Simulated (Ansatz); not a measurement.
CH₆ClFSi₂, SMILES `FC([SiH3])[SiH2]Cl` from Hartree–Fock to CCSD(T)

```xyz
11

F     1.076   -0.710    1.434
C    -0.014   -0.417    0.600
Si    0.278   -1.215   -1.099
Si   -0.271    1.448    0.536
Cl   -0.801    2.163    2.385
H    -0.907   -0.877    1.045
H     1.412   -0.546   -1.787
H    -0.960   -1.048   -1.904
H     0.579   -2.656   -0.915
H    -1.373    1.735   -0.414
H     0.980    2.120    0.121
```

Charge 0, multiplicity 1. The geometry is a stationary point of PBE0-D4/def2-TZVP. It is one conformer, not always the lowest. Frozen core, restricted reference, Ansatz 0.2.0. CBS rows extrapolate triple and quadruple zeta; past MP2 they add the triple-zeta difference.

| basis | HF (Eh) | MP2 corr. | CCSD corr. | (T) | CCSD(T) total |
| --- | --- | --- | --- | --- | --- |
| def2-TZVPP | ? | -0.85567 | -0.91791 | ? | ? |
| def2-QZVPP | -1178.33057 | ? | – | – | – |
| CBS(def2) | -1178.33568 | ? | -1.04698 | as TZ | ? |

Fill in the withheld values. (Estimate.)

Ansatz gave: def2-TZVPP HF (Eh): -1178.29350; def2-TZVPP (T): -0.03339; def2-TZVPP CCSD(T) total: -1179.24480; def2-QZVPP MP2 corr.: -0.92981; CBS(def2) MP2 corr.: -0.98473; CBS(def2) CCSD(T) total: -1179.41605.
